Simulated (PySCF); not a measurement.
# GeF from Hartree–Fock to correlated methods

State: ²Π (doublet), unpaired electrons π ↑. Set-up: PySCF, no relativity, basis sets Ge def2-TZVPP, F def2-TZVPP. De refers to Ge + F in their high-spin ground configurations, without counterpoise correction. The functionals are run spin-unrestricted. A positive dipole means Ge(−)F(+).

```json
{"Level": "UHF", "Re (Å)": "1.732", "ωe (cm⁻¹)": "707", "De (eV)": "3.40", "μ (D)": "-1.90", "CPU s a point (SCF and correlation, without the integrals)": "1.5"}
{"Level": "UHF-MP2", "Re (Å)": "1.754", "ωe (cm⁻¹)": "676", "De (eV)": "5.41", "μ (D)": "n/a", "CPU s a point (SCF and correlation, without the integrals)": "2.3"}
{"Level": "UHF-SCS-MP2", "Re (Å)": "1.756", "ωe (cm⁻¹)": "672", "De (eV)": "5.25", "μ (D)": "n/a", "CPU s a point (SCF and correlation, without the integrals)": "n/a"}
{"Level": "UHF-CCSD", "Re (Å)": "1.747", "ωe (cm⁻¹)": "686", "De (eV)": "4.98", "μ (D)": "n/a", "CPU s a point (SCF and correlation, without the integrals)": "n/a"}
{"Level": "UHF-CCSD(T)", "Re (Å)": "1.753", "ωe (cm⁻¹)": "677", "De (eV)": "5.13", "μ (D)": "n/a", "CPU s a point (SCF and correlation, without the integrals)": "69"}
{"Level": "LDA", "Re (Å)": "1.750", "ωe (cm⁻¹)": "669", "De (eV)": "6.50", "μ (D)": "-1.68", "CPU s a point (SCF and correlation, without the integrals)": "0.89"}
{"Level": "PBE", "Re (Å)": "1.781", "ωe (cm⁻¹)": "632", "De (eV)": "5.61", "μ (D)": "-1.78", "CPU s a point (SCF and correlation, without the integrals)": "1.3"}
{"Level": "PW91", "Re (Å)": "1.779", "ωe (cm⁻¹)": "634", "De (eV)": "5.66", "μ (D)": "-1.79", "CPU s a point (SCF and correlation, without the integrals)": "0.9"}
{"Level": "TPSS", "Re (Å)": "1.773", "ωe (cm⁻¹)": "645", "De (eV)": "5.45", "μ (D)": "-1.72", "CPU s a point (SCF and correlation, without the integrals)": "2"}
{"Level": "r²SCAN", "Re (Å)": "1.755", "ωe (cm⁻¹)": "669", "De (eV)": "5.38", "μ (D)": "-1.67", "CPU s a point (SCF and correlation, without the integrals)": "2"}
{"Level": "PBE0", "Re (Å)": "1.756", "ωe (cm⁻¹)": "669", "De (eV)": "5.23", "μ (D)": "-1.81", "CPU s a point (SCF and correlation, without the integrals)": "2.2"}
{"Level": "B97-3", "Re (Å)": "1.766", "ωe (cm⁻¹)": "655", "De (eV)": "5.26", "μ (D)": "-1.90", "CPU s a point (SCF and correlation, without the integrals)": "1.4"}
{"Level": "ωB97M-V", "Re (Å)": "1.759", "ωe (cm⁻¹)": "668", "De (eV)": "5.35", "μ (D)": "-1.91", "CPU s a point (SCF and correlation, without the integrals)": "6.7"}
```

**Question.** Which functional lies closest to UHF-CCSD(T) in De, which farthest, and by how much do they differ from it?

**Answer.** Closest is PBE0 (+0.3 pm in Re, -1.2 % in ωe, +0.10 eV in De against UHF-CCSD(T) in the same basis), farthest LDA (-0.3 pm in Re, -1.2 % in ωe, +1.37 eV in De). CCSD(T) converges more slowly with the basis than the functionals do and binds too weakly in this one, so the order can change at the basis-set limit.

**Question.** What does a quarter of exact exchange do here, going from PBE to PBE0?

**Answer.** PBE0 less PBE: -2.5 pm in Re, +5.9 % in ωe, -0.38 eV in De. Exact exchange removes part of the self-interaction that spreads semilocal densities, and in most molecules shortens and stiffens the bond and lowers De; so it does here.

**Question.** What does the gradient correction do here, going from LDA to PBE?

**Answer.** PBE less LDA: +3.1 pm in Re, -5.5 % in ωe, -0.89 eV in De. The gradient correction favours the more uneven density of free atoms, so it tends to lengthen bonds and takes away much of the overbinding of LDA; so it does here.

Correlated steps freeze 10 core orbitals. Spin–orbit coupling is left out. Counting both spins, an empty level lies below a filled one in some of these solutions, because spin and occupation are held. The state was picked by a PBE0 search and need not be the measured ground state.

The whole job (state search and all levels along the bond) took about 14 min on 1 thread of Arm Neoverse V1 (shared host), peak memory 1.9 GiB.
